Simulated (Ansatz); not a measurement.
**Cost against result**

Saddle point of CH7BrSi, singlet (CH₅BrSi ([CH3][SiH2][Br]) + H₂ → CH₆Si ([CH3][SiH3]) + HBr; bonds formed: Si1–H7, Br2–H6; bonds broken: Si1–Br2, H6–H7), PBE0-D4/def2-TZVP structure:

Si1  (-0.607, 0.132, -0.342)
Br2  (1.290, -1.421, -1.527)
H3  (-1.554, -0.785, -0.998)
H4  (-1.352, 1.425, -0.188)
C5  (0.204, -0.190, 1.289)
H6  (0.664, 0.415, -1.606)
H7  (0.223, 1.155, -1.465)
H8  (-0.429, 0.198, 2.091)
H9  (0.394, -1.255, 1.420)
H10  (1.166, 0.326, 1.326)
(Å)

Barriers are electronic and count from the start structure reached by relaxing down the imaginary mode.

Ansatz 0.2.0; basis: as named in each row; cores frozen in the correlated methods. Filled d shells of the heavier atoms are correlated. The def2 sets are not built for correlating such inner shells, so the correlated values are less sure here. B3LYP uses VWN-RPA correlation. Extrapolation: Hartree–Fock as exp(−7.88 √X), correlation as X^−2.97.

Times are rough, for one single point on 4 threads of a shared host (Arm Neoverse V2).

The estimate by CCSD(T) at an estimated basis limit (MP2 extrapolated from triple and quadruple zeta, plus CCSD(T) − MP2 in triple zeta) is 52.74 kcal/mol.

```tsv
method	basis	time (s)	barrier (kcal/mol)	method less estimate
HF	STO-3G	under 1	118.75	66.01
PBE-D4	STO-3G	under 1	87.73	34.99
SPW92	def2-SVP	under 1	38.74	-14.00
PBE-D4	def2-SVP	under 1	45.14	-7.60
B3LYP-D4	6-31G	under 1	57.11	4.37
PBE0-D4	def2-SVP	1	48.46	-4.28
SPW92	def2-TZVPP	1	37.81	-14.93
PBE-D4	def2-TZVPP	2	44.72	-8.02
BLYP-D4	def2-TZVPP	2	48.03	-4.71
B3LYP-D4	def2-TZVPP	2	50.25	-2.49
BHLYP-D4	def2-TZVPP	2	53.74	1.00
PBE0-D4	def2-TZVPP	2	47.86	-4.88
CAM-B3LYP-D4	def2-TZVPP	2	51.78	-0.96
r2SCAN-D4	def2-TZVPP	3	47.78	-4.96
CCSD(T)	def2-SVP	4	57.24	4.50
RPA on PBE	def2-TZVPP	4	54.48	1.74
wB97M-V	def2-SVP	4	51.51	-1.23
r2SCAN0-D4	def2-TZVPP	4	49.68	-3.06
PBE-QIDH	def2-TZVPP	4	51.41	-1.33
B2PLYP	def2-TZVPP	4	52.42	-0.32
wB97X-V	def2-TZVPP	6	52.75	0.01
wB97M-V	def2-TZVPP	8	51.65	-1.09
B97M-V	def2-TZVPP	8	50.56	-2.18
MP2	def2-QZVPP	18	53.27	0.53
CCSD(T)	def2-TZVPP	87	53.81	1.07
```

All methods are single points on the PBE0-D4 structures.

No T1 diagnostic of these runs exceeds 0.010.

Labels in which every atom is bracketed show which atoms are joined, not bond orders.
